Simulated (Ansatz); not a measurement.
Input and output for `FC(Cl)=[Se]`.

```yaml
crystal:
  periodic: [false, false, false]
  atoms:
    - {symbol: F, position_ang: [-0.232445, 0.670367, 1.154163]}
    - {symbol: C, position_ang: [-0.021484, 0.032591, 0.025111]}
    - {symbol: Cl, position_ang: [1.196238, -1.138473, 0.249332]}
    - {symbol: Se, position_ang: [-0.886809, 0.375216, -1.449008]}
basis:
  gaussian: {orbitals: cc-pVTZ-DK}
magnetization: {spin_polarized: true, initial_magnetization: 0}
hamiltonian: {xc: {name: CAM-B3LYP}, pseudopotentials: {relativity: none}}
scf: {lower_state_search: light}
output: {forces: true}
```

```sh
$ ansatz run in.yaml --threads 2 --pin off --events-out ev --progress --plain --max-ram 4352MiB
```

Output, abridged:

```
Functional definition: CAM-B3LYP
1011 factors; their error is unknown
175 factors; integrals over basis functions are off by at most 4.6e-5 eV
mean field evaluation 1: about -81122.0757 eV, gradient 1.7e1 eV
mean field evaluation 2: about -81121.3551 eV, gradient 2.4e1 eV
mean field evaluation 4: about -81123.0866 eV, gradient 1.5e0 eV
mean field evaluation 8: about -81123.0973 eV, gradient 3.8e-2 eV
mean field evaluation 16: about -81123.3929 eV, gradient 7.0e-5 eV
mean field -81123.39292159 eV, -2981.2297024578 hartree, gradient 2.1e-5 eV, S^2 0.000000; 1 other end points of the search recorded, 0 dependent functions left out
reference -81123.39302080 eV, -2981.2297061035 hartree; 33, 33 occupied and 104, 104 virtual orbitals, 1011 factors
WARN: the results are in doubt because the basis set is contracted for relativity, which is off
Total energy: -81123.39302080 eV, -2981.2297061035 hartree
Atom 0 at    -0.232445     0.670367     1.154163 Å, force     0.002888    -0.008342    -0.014228 eV/Å
Atom 1 at    -0.021484     0.032591     0.025111 Å, force    -1.406765     0.591155    -2.305270 eV/Å
Atom 2 at     1.196238    -1.138473     0.249332 Å, force     0.034611    -0.036307    -0.001595 eV/Å
Atom 3 at    -0.886809     0.375216    -1.449008 Å, force     1.369266    -0.546506     2.321094 eV/Å
Dipole moment:     0.118266    -0.098978     0.061411 e Å
In doubt: the basis set is contracted for relativity, which is off
```

It took 4.2 s on 2 threads of an Intel Xeon Platinum 8559C on a shared host, with 0.53 GiB of host memory at the peak.
